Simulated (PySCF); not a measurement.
Electronic structure of Be⁺ (beryllium, charge +1) at the UHF level

Configuration: [He] 2p1, 2P determinant (an excited configuration). Calculation: PySCF 2.14, in x2c-QZVPPall (7s4p2d1f, 36 functions); scalar relativity by spin-free X2C-1e.

* Total energy: -14.133246 hartree
* One-electron energy: -17.4533 hartree
* Hartree (Coulomb) energy: 5.8123 hartree
* Exchange energy: -2.4923 hartree
* ⟨S²⟩: 0.7500
* ⟨L²⟩: 2.000
* Sum of ⟨r⟩: 3.201 bohr
* Sum of ⟨r²⟩: 7.271 bohr²
* Traceless quadrupole moment −½Σ⟨3z² − r²⟩ along its main axis: -2.72 e·bohr²
* Langevin diamagnetic susceptibility: -5.76 ×10⁻⁶ cm³/mol

| shell | electrons | mean orbital energy (eV) | rms radius, mean of both spins (bohr) |
| --- | --- | --- | --- |
| 1s α | 1 | -140.18 | 0.484 |
| 1s β | 1 | -139.91 | 0.484 |
| 2p α | 1 | -14.146 | 2.61 |

Spin-orbit constants ζ (cm⁻¹) from the X2C one-electron operator on these orbitals: bare nucleus, nucleus screened by l(l+1)(2l+1)/3 electrons, and screened by the Breit-Pauli mean field of the electrons.

```tsv
shell	bare	screened nucleus	mean field
2p	10.92	5.461	3.704
```

To first order the Landé constant is A = 3.704 cm⁻¹, so the lowest level has J = 1/2 and lies 0.000459 eV below the centre of the term.
